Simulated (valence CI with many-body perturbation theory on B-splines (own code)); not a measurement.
# Questions on Tb⁴³⁺

Level of theory: configuration interaction combined with many-body perturbation theory (CI+MBPT): four valence electrons over a frozen Dirac-Fock core [Ar], radial functions for each j: 9 s, 9 p, 10 d, 8 f, 5 g, 3 h, 1 i, with the one-electron correlation potential Σ1, the two-electron term Σ2, the three-electron term Σ3, Breit, model QED; selected CI, second order for the rest (own B-spline code, finite nucleus).

The last digits are not significant, and no measured levels were compared; by estimate large intervals hold to a few tenths of a per cent, small ones and those within an open d or f shell to about a per cent. Only levels of the ground parity were solved; by the run's estimate the other parity begins above the list, which can be wrong where configurations are misplaced.

Levels are named by their leading jj configuration (3d3/2^4 stands for four electrons in 3d with j = 3/2), which in mixed levels can hold well under half, so a name can repeat and another be missing.

Rates and lifetimes use the calculated energies. Strong lines usually hold to 10 to 20 %, long lifetimes can be off by a factor of two.

**Question.** What is the ground level?

**Answer.** (3d3/2^4) J=0, composition 58 % 3d4 3P + 29 % 3d4 5D + 12 % 3d4 1S.

**Question.** Name the longest-lived excited levels whose lifetime is computed, and their main decay.

**Answer.** (3d3/2^2 3d5/2^2) J=6 at 81.08 eV lives 13.6 ms, mostly by M1 to (3d3/2^2 3d5/2^2) J=5. The lifetime of (3d3/2^3 3d5/2) J=4 is too uncertain to give, and may be longer.

**Question.** How well does LS coupling describe the low levels?

**Answer.** Among the lowest 20 levels the leading LS term, summed over configurations, holds 47 % on average. For single configurations the figures are 47 % in LS and 93 % in jj coupling. Terms mix most in the J = 4 level at 113.82 eV, where the leading one holds 27 %.

**Question.** What is the ionisation energy?

**Answer.** 3458.7 eV; NIST lists 3458 ± 4 eV (theoretical).
